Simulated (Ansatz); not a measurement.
Ge₂₄PH₃₄. The state is a doublet with charge 0. Geometry PBE-D4/def2-SVP, basis def2-SVP, Ansatz.

Cartesian coordinates in Å:
```
Ge -1.5094 -2.4896 -1.0485
Ge -1.7349 0.5621 -5.4604
Ge 1.3907 -3.0434 1.5434
Ge 0.9686 -0.4864 -2.7728
Ge -1.9279 -1.5145 2.7314
Ge -2.2869 1.0099 -1.5709
Ge 0.8015 -2.5690 5.5020
Ge 3.4891 -0.4322 3.5665
Ge -0.0835 1.2140 4.8451
Ge 2.8572 2.1850 -0.5197
Ge -0.1756 3.5915 0.5927
Ge 0.3133 3.3474 -3.3637
Ge 0.3394 -3.9760 -0.4644
Ge -3.1269 -2.3847 0.7792
Ge -0.2333 -3.1548 3.3636
Ge -0.0245 -1.0987 -4.9262
Ge -3.4024 0.4521 -3.6781
P -0.4986 -0.3773 -0.9416
Ge -0.7256 2.7939 -5.5130
Ge 2.3482 -0.7775 1.4101
Ge 2.0408 1.7114 -2.7819
Ge -0.9158 0.7262 2.5777
Ge -1.3263 3.2589 -1.5465
Ge 1.7692 -0.3265 5.3152
Ge 1.1923 1.5342 1.3294
H -2.1455 -2.7882 -2.4423
H -2.3882 0.2529 -6.8437
H 2.6296 -3.9361 1.8916
H 2.0012 -1.5697 -2.3275
H -2.9641 -1.3555 3.8954
H -3.2823 0.8546 -0.3779
H 1.8986 -3.6200 5.8454
H -0.2778 -2.6152 6.6241
H 4.4497 -1.6140 3.9102
H 4.3282 0.8789 3.5421
H -1.1849 0.9831 5.9272
H 0.3913 2.6928 4.9497
H 4.2337 1.4971 -0.2661
H 3.0726 3.7251 -0.3846
H -1.1824 4.0015 1.7112
H 0.8466 4.7605 0.4307
H 0.9430 4.7737 -3.4370
H -0.1993 -5.3974 -0.1237
H 1.3386 -4.1125 -1.6485
H -3.6482 -3.8127 1.1177
H -4.3505 -1.5062 0.3918
H -0.8757 -4.5773 3.4026
H -0.6486 -2.5221 -4.8492
H 1.0930 -1.1205 -6.0110
H -4.0260 -0.9716 -3.6006
H -4.5551 1.4700 -3.9259
H 0.3481 2.8448 -6.6407
H -1.8215 3.8472 -5.8542
H 3.4012 -0.8260 0.2519
H 3.2052 1.7424 -3.8217
H -2.0879 1.7011 2.2201
H -2.4484 4.3235 -1.7617
H 2.4274 0.0458 6.6816
H 1.9400 2.1943 2.5544
```

```tsv
run	HOMO (eV)	LUMO (eV)
A	-4.91	-3.64
B	-5.07	-3.47
C	-4.58	-3.96
D	-4.33	-4.01
```

B3LYP takes the VWN-RPA correlation. Single mean-field runs in def2-SVP are fitted with def2-universal-jkfit.

HOMO and LUMO are taken over both spins.

Question: The runs used B3LYP, PBE, PBE0, r2SCAN. Estimate which is which.

Answer: A B3LYP (20 % exact exchange); B PBE0 (25 % exact exchange); C r2SCAN (0 % exact exchange); D PBE (0 % exact exchange). Exact exchange lowers occupied and raises empty levels; among semilocal functionals meta-GGAs tend to open the gap a little, and such runs are hard to tell apart. The gap grows from 0.32 eV (PBE) to 1.60 eV (PBE0).
